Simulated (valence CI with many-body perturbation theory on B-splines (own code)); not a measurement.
# Level structure of Kr31+

Computed by valence CI with perturbative core correlation (CI+MBPT): three valence electrons over a frozen Dirac-Fock core [He], a basis of 11 s, 11 p, 10 d, 8 f, 5 g, 2 h functions for each j, with the one-electron correlation potential Σ1 (screened to all orders), the two-electron term Σ2, the three-electron term Σ3, Breit, model QED; selected single and double excitations, second order for the rest, scaled by the run's own slope (own B-spline code, finite nucleus).

No measured spectrum was set against this ion. As an estimate, large intervals hold to a few tenths of a per cent, small ones and those within an open d or f shell to about a per cent.

Levels 46 to 90 of 211, with energies above the lowest level, (2s^2 2p1/2) J=1/2. "Leading %" is the weight of the configuration and term that name the level; weights of strongly mixed levels are sums over their largest components and can fall short. In the jj column 3d3/2^4 stands for four electrons in 3d with j = 3/2. Lifetimes count E1, E2, E3, M1 and M2 decay at the calculated energies, and are blank where another channel may lead or the interval is too uncertain; long ones can be off by a factor of two.

| No. | Configuration | Term | J | E (eV) | Leading % | g | Lifetime | Leading jj |
| --- | --- | --- | --- | --- | --- | --- | --- | --- |
| 46 | 2s2p3p | ²P | 3/2 | 2276.2 | 44 | 1.529 | 51.7 fs | 2s 2p3/2 3p3/2 (95 %) |
| 47 | 2s2p3p | ²D | 5/2 | 2285.2 | 56 | 1.362 | 41.7 fs | 2s 2p3/2 3p3/2 (96 %) |
| 48 | 2s2p3p | ²S | 1/2 | 2287.2 | 40 | 1.719 | 36.5 fs | 2s 2p3/2 3p3/2 (75 %) |
| 49 | 2p²3s | ⁴P | 1/2 | 2290.4 | 44 | 2.049 | 68.6 fs | 2p1/2^2 3s (69 %) |
| 50 | 2s2p3d | ⁴F° | 9/2 | 2302.0 | 100 | 1.328 | 815 ps | 2s 2p3/2 3d5/2 (100 %) |
| 51 | 2s2p3d | ⁴D° | 7/2 | 2305.0 | 59 | 1.341 | 12.5 fs | 2s 2p3/2 3d3/2 (53 %) |
| 52 | 2s2p3d | ⁴D° | 5/2 | 2305.0 | 52 | 1.278 | 11.6 fs | 2s 2p3/2 3d3/2 (95 %) |
| 53 | 2s2p3d | ⁴P° | 3/2 | 2306.9 | 54 | 1.455 | 11.0 fs | 2s 2p3/2 3d3/2 (94 %) |
| 54 | 2s2p3p | ²P | 1/2 | 2307.0 | 66 | 1.066 | 60.5 fs | 2s 2p3/2 3p1/2 (86 %) |
| 55 | 2s2p3d | ⁴P° | 1/2 | 2307.8 | 88 | 2.369 | 12.8 fs | 2s 2p3/2 3d3/2 (97 %) |
| 56 | 2s2p3p | ²D | 3/2 | 2307.9 | 68 | 0.958 | 116 fs | 2s 2p3/2 3p1/2 (89 %) |
| 57 | 2s2p3d | ²D° | 5/2 | 2313.5 | 45 | 1.268 | 16.5 fs | 2s 2p3/2 3d5/2 (96 %) |
| 58 | 2p²3p | ⁴D° | 1/2 | 2314.9 | 46 | 0.668 | 59.8 fs | 2p1/2^2 3p1/2 (92 %) |
| 59 | 2s2p3d | ²P° | 3/2 | 2318.4 | 43 | 1.167 | 17.5 fs | 2s 2p3/2 3d5/2 (89 %) |
| 60 | 2s2p3p | ²D | 5/2 | 2320.6 | 83 | 1.230 | 141 fs | 2s 2p3/2 3p3/2 (85 %) |
| 61 | 2s2p3d | ²F° | 7/2 | 2323.6 | 90 | 1.165 | 9.64 fs | 2s 2p3/2 3d5/2 (55 %) |
| 62 | 2s2p3p | ²P | 3/2 | 2324.5 | 55 | 1.223 | 93.5 fs | 2s 2p3/2 3p3/2 (80 %) |
| 63 | 2s2p3d | ²P° | 1/2 | 2328.2 | 87 | 0.664 | 12.5 fs | 2s 2p3/2 3d5/2 (95 %) |
| 64 | 2s2p3p | ²S | 1/2 | 2331.0 | 71 | 1.810 | 400 fs | 2s 2p3/2 3p3/2 (84 %) |
| 65 | 2p²3s | ⁴P | 3/2 | 2336.1 | 87 | 1.660 | 132 fs | 2p1/2 2p3/2 3s (91 %) |
| 66 | 2p²3p | ⁴D° | 3/2 | 2336.8 | 34 | 1.337 | 51.2 fs | 2p1/2^2 3p3/2 (88 %) |
| 67 | 2p²3s | ²P | 1/2 | 2344.1 | 66 | 1.148 | 69.9 fs | 2p1/2 2p3/2 3s (87 %) |
| 68 | 2p²3s | ⁴P | 5/2 | 2346.9 | 50 | 1.394 | 79.8 fs | 2p1/2 2p3/2 3s (88 %) |
| 69 | 2s2p3d | ²F° | 5/2 | 2351.3 | 77 | 0.913 | 11.2 fs | 2s 2p3/2 3d3/2 (88 %) |
| 70 | 2s2p3d | ²F° | 7/2 | 2352.8 | 87 | 1.158 | 24.2 fs | 2s 2p3/2 3d5/2 (88 %) |
| 71 | 2p²3s | ²D | 3/2 | 2352.8 | 53 | 1.034 | 71.9 fs | 2p1/2 2p3/2 3s (90 %) |
| 72 | 2s2p3d | ²D° | 3/2 | 2352.8 | 82 | 0.857 | 10.0 fs | 2s 2p3/2 3d3/2 (82 %) |
| 73 | 2s2p3d | ²P° | 1/2 | 2357.8 | 87 | 0.673 | 14.2 fs | 2s 2p3/2 3d3/2 (84 %) |
| 74 | 2p²3d | ⁴F | 3/2 | 2358.3 | 46 | 0.750 | 83.3 fs | 2p1/2^2 3d3/2 (94 %) |
| 75 | 2s2p3d | ²D° | 5/2 | 2359.0 | 78 | 1.154 | 9.48 fs | 2s 2p3/2 3d5/2 (92 %) |
| 76 | 2p²3p | ⁴P° | 1/2 | 2360.7 | 36 | 1.600 | 51.6 fs | 2p1/2 2p3/2 3p1/2 (91 %) |
| 77 | 2s2p3d | ²P° | 3/2 | 2362.5 | 80 | 1.303 | 14.9 fs | 2s 2p3/2 3d5/2 (77 %) |
| 78 | 2p²3p | ⁴D° | 3/2 | 2365.2 | 41 | 1.164 | 43.5 fs | 2p1/2 2p3/2 3p1/2 (83 %) |
| 79 | 2p²3d | ⁴F | 5/2 | 2368.6 | 26 | 1.195 | 24.7 fs | 2p1/2^2 3d5/2 (89 %) |
| 80 | 2p²3p | ²F° | 5/2 | 2372.6 | 32 | 1.151 | 78.3 fs | 2p1/2 2p3/2 3p1/2 (88 %) |
| 81 | 2p²3p | ⁴D° | 5/2 | 2380.0 | 48 | 1.423 | 50.0 fs | 2p1/2 2p3/2 3p3/2 (98 %) |
| 82 | 2p²3p | ⁴P° | 1/2 | 2382.5 | 44 | 1.849 | 45.6 fs | 2p1/2 2p3/2 3p3/2 (96 %) |
| 83 | 2p²3p | ²D° | 3/2 | 2385.2 | 49 | 1.269 | 43.6 fs | 2p1/2 2p3/2 3p3/2 (77 %) |
| 84 | 2p²3p | ²P° | 3/2 | 2388.6 | 32 | 1.439 | 38.7 fs | 2p1/2 2p3/2 3p1/2 (70 %) |
| 85 | 2p²3p | ⁴D° | 7/2 | 2390.2 | 51 | 1.284 | 61.5 fs | 2p1/2 2p3/2 3p3/2 (94 %) |
| 86 | 2p²3p | ²P° | 3/2 | 2396.5 | 53 | 1.337 | 39.8 fs | 2p1/2 2p3/2 3p3/2 (93 %) |
| 87 | 2p²3p | ²D° | 5/2 | 2401.1 | 41 | 1.180 | 47.0 fs | 2p1/2 2p3/2 3p3/2 (89 %) |
| 88 | 2p²3s | ²D | 5/2 | 2404.7 | 50 | 1.384 | 54.3 fs | 2p3/2^2 3s (91 %) |
| 89 | 2p²3d | ⁴F | 3/2 | 2405.3 | 39 | 0.961 | 50.6 fs | 2p1/2 2p3/2 3d3/2 (94 %) |
| 90 | 2p²3d | ⁴F | 5/2 | 2406.3 | 52 | 0.981 | 119 fs | 2p1/2 2p3/2 3d3/2 (94 %) |
